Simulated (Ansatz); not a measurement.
A nudged elastic band was laid between two geometries of CH5BSSi (9 atoms, charge 0, multiplicity 1).

The calculation used Ansatz 0.2.0, RKS CAM-B3LYP-D4/STO-3G.

* movable images: 7
* climbing image: yes
* spring: 5.0 eV/Å²
* optimiser: quadratic models (default)
* start path: IDPP
* force threshold: 0.03 eV/Å
* iteration limit: 60
* end points: relaxed

Image 0:

```xyz
9
Properties=species:S:1:pos:R:3
B -0.644 1.280 -0.973
C 0.183 0.124 -0.351
Si 0.389 -1.111 1.024
S 1.013 0.513 -1.720
H -1.610 1.023 -1.575
H -0.525 2.357 -0.538
H 1.562 -1.917 0.810
H -0.787 -1.939 1.049
H 0.508 -0.377 2.256
```

Image 8:

```xyz
9
Properties=species:S:1:pos:R:3
B -0.660 1.258 -0.991
C 0.191 0.135 -0.342
Si 0.393 -1.105 1.029
S 1.069 0.587 -1.661
H -0.620 2.332 -0.536
H -1.580 0.962 -1.646
H 1.565 -1.912 0.814
H -0.784 -1.931 1.055
H 0.515 -0.372 2.261
```

Task: What changes between the two ends?

Result: No bond is made or broken. The dihedral H6–B1–C2–Si3 goes from 79 to -80°. The two ends are copies of one structure, up to a mirror image or an exchange of like atoms.

Task: Give the energies along the band, and the barrier.

Result: The run converged. The highest image is number 4 of 0 to 8, 21.6 kcal/mol above the ends, which have the same energy within 2 meV. A vibrational analysis at the climbing image gives one clearly imaginary mode, 187i cm⁻¹: a first-order saddle point. Limits of this set-up: minimal basis.

```
image  path coordinate (Å)  energy (kcal/mol)  dihedral H6–B1–C2–Si3 (°)
    0                 0.00                0.0                         79
    1                 0.67                1.7                        104
    2                 1.34               14.8                        139
    3                 2.02               20.7                        156
    4                 2.69               21.6                        180
    5                 3.35               20.8                       -157
    6                 4.01               15.7                       -141
    7                 4.67                2.1                       -107
    8                 5.33                0.0                        -80
```

Task: What is the geometry of the highest image?

Result: 
```xyz
9
Properties=species:S:1:pos:R:3:forces:R:3
B -0.722 1.288 -0.664 0.00 0.00 0.00
C 0.465 0.307 -0.481 0.00 0.00 0.00
Si 0.266 -1.106 0.746 0.00 0.00 0.00
S 1.829 0.542 -1.359 0.00 0.00 0.00
H -1.718 1.150 -0.060 0.00 0.00 0.00
H -0.640 2.186 -1.411 0.00 0.00 0.00
H 1.439 -1.938 0.766 0.00 0.00 0.00
H -0.875 -1.905 0.381 0.00 0.00 0.00
H 0.045 -0.570 2.064 0.00 0.00 0.00
```

Task: What are the harmonic wavenumbers there?

Result: 187i, 81, 240, 317, 329, 603, 719, 730, 940, 1070, 1093, 1132, 1133, 1197, 1316, 1450, 2693, 2742, 2751, 3000, 3142 cm⁻¹.

The band took 10 iterations and roughly 2.4 core-minutes.

Run time: 2.4 min on 1 thread of Arm Neoverse V1, with other jobs on the host, peak memory 0.2 GiB.
